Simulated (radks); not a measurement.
Valence configurations of neutral cerium (all share [Xe]). Method: Dirac Kohn-Sham, PBE, spin-unpolarised, spherical densities, finite nucleus; open shells fill j = l - 1/2 first; Fermi nuclear charge, rms radius 4.8771 fm; computed with a radial shooting solver on a logarithmic mesh with Libxc functionals. Energies are relative to 4f1 5d1 6s2; eigenvalues in eV.

\begin{tabular}{lrrrrr}
valence & E (eV) & e(4f5/2) & e(5d3/2) & e(6p1/2) & e(6s1/2) \\ \hline
4f2 6s2 & -0.283 & -0.706 & - & - & -3.417 \\
4f1 5d1 6s2 & 0.000 & -5.473 & -3.144 & - & -3.728 \\
4f1 5d0.5 6s2 6p0.5 & 0.976 & -6.948 & -4.125 & -1.889 & -4.321 \\
4f2 6s1 6p1 & 1.806 & -1.670 & - & -1.836 & -3.962 \\
4f1 6s2 6p1 & 2.240 & -8.468 & - & -2.286 & -4.890 \\
4f0.5 5d1 6s2 6p0.5 & 2.980 & -9.919 & -4.689 & -1.930 & -4.465 \\
4f3 5d1 & 4.619 & -0.297 & -2.828 & - & - \\
5d2 6s2 & 4.759 & - & -4.165 & - & -3.962 \\
5d1 6s2 6p1 & 8.054 & - & -6.328 & -2.371 & -5.181 \\
\end{tabular}

NIST lists [Xe] 4f1 5d1 6s2 as the ground configuration; this level of theory puts 4f2 6s2 lower, by 0.283 eV. The energies are those of spherical spin-averaged densities, not of single terms. No valid solution was reached for [Xe] 4f2 5d1 6s1.
